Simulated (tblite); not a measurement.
Question: Give a GFN2-xTB geometry of `O=C[SiH2]C([SiH3])([SiH3])C=O`.

Answer: 
```xyz
18
C3H10O2Si3 angstrom
O      3.4544    0.3916   -0.3653
C      2.5450   -0.3073    0.0003
Si     1.0061   -0.7055   -1.0702
C     -0.5056    0.0052   -0.1506
Si    -0.9244   -0.9062    1.4974
Si    -0.3547    1.9078    0.0456
C     -1.6855   -0.2938   -0.9494
O     -2.5929   -0.9685   -0.5136
H      2.5861   -0.7579    1.0162
H      0.9228   -2.1678   -1.1748
H      1.1824   -0.1049   -2.3937
H      0.2024   -0.6495    2.4079
H     -1.0155   -2.3408    1.2524
H     -2.1300   -0.3361    2.0827
H      0.8450    2.1861    0.8306
H     -1.5437    2.4171    0.7293
H     -0.2646    2.5239   -1.2804
H     -1.7361    0.1130   -1.9761
```

Any rigid rotation of these coordinates is as good. Atoms count from 1 in this order. Si3 (SiH2 silicon) is tetrahedral (angles from 106.8° to 112.2°). Of the pairs four or more bonds apart, O8···H14 is among the closest relative to their van der Waals radii: 2.71 Å, 100 % of the sum of Bondi's values. The C–Si distances run from 1.907 Å (Si3–C4, drawn single) to 1.929 Å (C4–Si5, drawn single), a spread of 0.022 Å. Si5 (SiH3 silicon) is distorted tetrahedral (angles from 106.3° to 113.6°).

Bonds between heavy atoms (Å): O1=C2 1.204, C2–Si3 1.917, Si3–C4 1.907, C4–Si5 1.929, C4–Si6 1.919, C4–C7 1.456, C7=O8 1.212.

The geometry is computed with GFN2-xTB (gas phase).

Point group: C1 (no symmetry element, even within 0.4 Å). Its GFN2-xTB frequencies are all real (lowest 31 cm⁻¹). One conformer, not necessarily the lowest (O1–C2–Si3–C4 -118°, C2–Si3–C4–Si5 -68°, Si3–C4–C7–O8 120°).
